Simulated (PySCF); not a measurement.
Structure problem from calculated spectra and properties.

Elements present: C, H and Si. Monoisotopic mass: 101.0781 u (electron mass counted); charge +1.

| Quantity | Value |
| --- | --- |
| NMR, other nuclei | isotropic shieldings of nuclei other than C and H, by class: -90 (1 Si) ppm [GIAO PBE0/pcSseg-1] |
| 1H NMR | chemical shifts (computed TMS as zero) by class: 2.85 (2 H), 2.40 (2 H), 2.37 (6 H), 1.24 (3 H) ppm [GIAO PBE0/pcSseg-1] |
| Polarisability | 80.4 au [PBE0/def2-SVPD] |
| 13C NMR | chemical shifts (computed TMS as zero) by class: 43.3 (1 C), 26.3 (1 C), 25.5 (1 C), 20.3 (2 C) ppm [GIAO PBE0/pcSseg-1] |
| Rotational structure | rotational constants A, B, C: 3.409, 1.756, 1.480 GHz [GFN2-xTB] |
| UV, strongest line | among the 6 lowest singlet transitions: S3 at 5.41 eV (229 nm, f = 0.012) [TDDFT PBE0/def2-SVPD] |

Gas-phase values; electronic properties from PySCF, density fitting. Levels stand in brackets. NMR shifts are as computed; neighbouring signals can stand in another order in a measured spectrum. The structure is a single GFN2-xTB conformer in the gas phase; no vibrational or solvent corrections. GFN2-xTB frequencies show an imaginary mode (22i cm⁻¹), so this geometry is no minimum at that level. Each NMR value is the plain mean over a class of atoms that symmetry, rotation or inversion makes alike.

Problem. Which formula fits the mass and the elements?

Solution. C5H13Si (calculated 101.0781). No other formula that holds each of these elements comes within 0.0003 u with a fitting electron parity and a possible valence count.

Problem. Give a SMILES that accounts for the data.

Solution. Numbering: `[CH3:1][CH2:2][CH2:3][Si+:4]([CH3:5])[CH3:6]`. 5 carbons fall into 4 classes; from least to most shielded: sp3 carbon bound to silicon [C3] (43.3 ppm), methyl carbon [C1] (26.3 ppm), chain CH2 carbon [C2] (25.5 ppm), Si-methyl carbon [C5/C6] (20.3 ppm, 2 C, up to 4.5 ppm apart in this geometry). Hydrogen classes from least to most shielded: 2 H on an sp3 carbon bound to silicon, C3 (2.85 ppm), 2 H on a chain CH2 carbon, C2 (2.40 ppm), 6 H on 2 Si-methyl carbons, C5/C6 (2.37 ppm, a mean of values up to 0.5 ppm apart in this geometry), 3 H on a methyl carbon, C1 (1.24 ppm, a mean of values up to 2.4 ppm apart in this geometry). The other shieldings belong to: -90 ppm, silicon bonded to 3 C [Si4]. The optimised geometry has point group C1 and is an asymmetric top. Structure: `CCC[Si+](C)C`. The assignments are read from this structure; whether some other isomer fits the data as well wasn't checked.

The values belong to the conformer `[CH3:1][CH2:2][CH2:3][Si+:4]([CH3:5])[CH3:6]`: C1–C2–C3–Si4 -57°, C2–C3–Si4–C5 -69°.
